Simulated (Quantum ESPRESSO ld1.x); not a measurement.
The numbers below are computed, except where a source is named.
Radial electron density D(r) = 4 pi r^2 rho(r) of an atom or ion with 10 electrons. Level of theory: Dirac Kohn-Sham, Wu-Cohen GGA, spin-unpolarised, spherical densities, point nucleus (ld1.x of Quantum ESPRESSO 7.5).

r (bohr)  D(r) (e/bohr)
0.001302          7.312
0.001643          10.45
0.002055          14.58
0.002592          20.28
0.003242          27.41
0.004089          36.59
0.005115          47.06
0.006451          58.95
0.008071          70.28
0.0101            79.77
0.01273           85.66
0.01593           86.27
0.02009           82.20
0.02513           76.81
0.0317            74.43
0.03966           77.71
0.05001           83.25
0.06257           81.64
0.07891           65.74
0.09872           41.59
0.1245            22.27
0.1557            16.14
0.1964            14.36
0.2457            9.045
0.3099            2.993
0.3877           0.4935
0.4889          0.03036
0.6117        0.0006940

What is the nuclear charge?

Answer. Z = 68. The innermost maximum, from 1s, lies near gamma/Z bohr with gamma = sqrt(1 - (Z/c)^2) = 0.868, here 0.0128 bohr (found: 0.0146), and its height grows with Z. The density is that of the erbium ion Er58+ in [He] 2p6 3s2; the configuration itself is not fixed sharply by these data, and Z only to a few units. D(r) has 2 maxima, at r = 0.0146, 0.0546 bohr, and minima at 0.0312 bohr, inside which lie 2.14 electrons.
